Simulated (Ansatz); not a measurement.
C3H7InS (`[CH3][In]([CH3])[CH]=S`), relaxed with RKS PBE0-D4/def2-TZVP in Ansatz 0.2.0 from a GFN2-xTB geometry. The force threshold is 0.005 eV/Å; the program also tests the step.

The species carries charge 0 and has multiplicity 1. In: def2 effective core potential.

Start:

```xyz
12

C     0.301    2.134   -0.492
In    0.019   -0.036    0.027
C     1.447   -1.617    0.780
C    -2.132   -0.756   -0.306
S    -3.260    0.226   -0.912
H     1.062    2.229   -1.266
H    -0.643    2.537   -0.854
H     0.620    2.685    0.391
H     1.317   -2.535    0.208
H     2.471   -1.265    0.672
H     1.249   -1.824    1.832
H    -2.452   -1.777   -0.081
```

Q: By how much does the energy fall, and how many steps does the optimiser take? (An estimate is asked.)

A: Ansatz gave: 5.82 kcal/mol, in 50 steps, 10 of them rejected.

Q: Which bonds change most? (Estimate.)

A: Computed: In2–C4 from 2.293 to 2.173 Å; In2–C3 from 2.261 to 2.148 Å; C1–In2 from 2.248 to 2.148 Å.

Q: Give the relaxed structure. (Estimate.)

A: Ansatz gave: 
```xyz
12

C     0.264    2.100   -0.296
In   -0.037    0.023    0.159
C     1.362   -1.576    0.477
C    -2.109   -0.622    0.042
S    -2.202   -0.980   -1.541
H     1.269    2.280   -0.677
H    -0.467    2.411   -1.044
H     0.117    2.702    0.602
H     1.000   -2.471   -0.031
H     2.351   -1.320    0.096
H     1.442   -1.792    1.544
H    -2.993   -0.756    0.669
```
